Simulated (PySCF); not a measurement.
Species: C₅H₁₂BFO.
Z-matrix (Å and degrees, PBE0-D3(BJ)/def2-SVP geometry), rows numbered from 1:
```
B 
O   1  1.6234
C   2  1.4388  1  117.60
C   3  1.5125  2  103.64  1  -163.86
C   4  1.5272  3  101.88  2    36.81
C   2  1.4454  1  117.99  3  -137.84
C   6  1.5160  2  106.91  1   -98.15
F   7  1.3692  6  108.59  2   178.99
H   1  1.2211  2  103.77  3  -171.86
H   1  1.2274  2  104.24  3    68.16
H   1  1.2201  2  103.63  3   -52.02
H   3  1.0971  2  107.22  1    73.40
H   3  1.1025  2  107.99  1   -44.10
H   4  1.0987  3  112.22  2   158.15
H   4  1.1013  3  110.58  2   -81.51
H   5  1.0988  4  114.18  3  -157.82
H   5  1.1002  4  110.30  3    80.68
H   6  1.0995  2  107.65  1    19.74
H   7  1.1040  6  110.47  2   -61.31
H   7  1.1011  6  109.85  2    58.87
```

Theory: TDDFT B3LYP/def2-SVPD, vertical, gas phase, core orbitals frozen in the response in PySCF.

Computed states:

```tsv
state	E (eV)	f
S1	6.77	0.017
S2	7.14	0.0083
S3	7.26	0.0012
S4	7.39	0.013
S5	7.62	0.0008
S6	7.66	0.021
S7	7.71	0.011
S8	7.75	0.0099
S9	8.01	0.045
S10	8.06	0.0095
```

Broadening: Gaussians 0.3 eV wide at half height, area fixed by f = 4.319×10⁻⁹ ∫ε dν̃. The cross-section is σ = 3.8235×10⁻²¹ ε cm², given in Mb (10⁻¹⁸ cm²). The width is an assumption, not a result. The curve ends short of the highest state used, and states not computed would add to its high-energy end.

Task: What does the envelope look like, and where are its maxima?

Result: 
λ (nm), σ (Mb) and a bar:
```
    166.1       7.23 ##############################
    167.1       6.58 ###########################
    168.2       6.14 #########################
    169.2       5.77 ########################
    170.2       5.36 ######################
    171.3       4.90 ####################
    172.3       4.48 ###################
    173.3       4.06 #################
    174.4       3.58 ###############
    175.4       3.17 #############
    176.4       2.89 ############
    177.5       2.89 ############
    178.5       3.23 #############
    179.5       3.87 ################
    180.6       4.72 ####################
    181.6       5.39 ######################
    182.6       5.74 ########################
    183.7       5.64 #######################
    184.7       5.10 #####################
    185.7       4.27 ##################
    186.8       3.21 #############
    187.8       2.29 #########
    188.8       1.52 ######
    189.8       0.94 ####
    190.9       0.52 ##
    191.9       0.28 #
    192.9       0.14 #
    194.0       0.06 
    195.0       0.03 
    196.0       0.01
```

Maxima: 183 nm (6.78 eV), ε about 1500, made up of S1 (99%) (ε in L mol⁻¹ cm⁻¹; maxima over ε = 5, shares over 10%). At its high-energy end, 7.46 eV, the curve is still rising (ε about 1900, from S4 and S6).

Task: On this curve, what absorbance would a 10⁻³ mol/L sample give at 193 nm over a 1 cm path?

Result: 193 nm is 6.424 eV, where ε is about 34 L mol⁻¹ cm⁻¹, so A = ε c l ≈ 0.034 (Beer–Lambert, with the gas-phase spectrum and the assumed width).

Task: Coming from long wavelengths, where does ε first pass 100 L mol⁻¹ cm⁻¹?

Result: At about 191 nm (6.48 eV), 0.30 eV below S1.

Task: What would ε be at 6.78 eV, the highest of these maxima, with half the width (0.15 eV)?

Result: About 2980 L mol⁻¹ cm⁻¹ against 1510, a factor of about 1.97; a lone state at its own centre would give exactly 2.

The vertical ionisation energy (ΔSCF) is 9.90 eV, 1.83 eV above S10.

Time: 6.9 min of wall time (grids of density and orbitals included); peak memory 1.1 GiB. Hardware: one thread of an Arm Neoverse N1, shared host with 64 logical CPUs at a one-minute load of 55.

One conformer stands for the species.
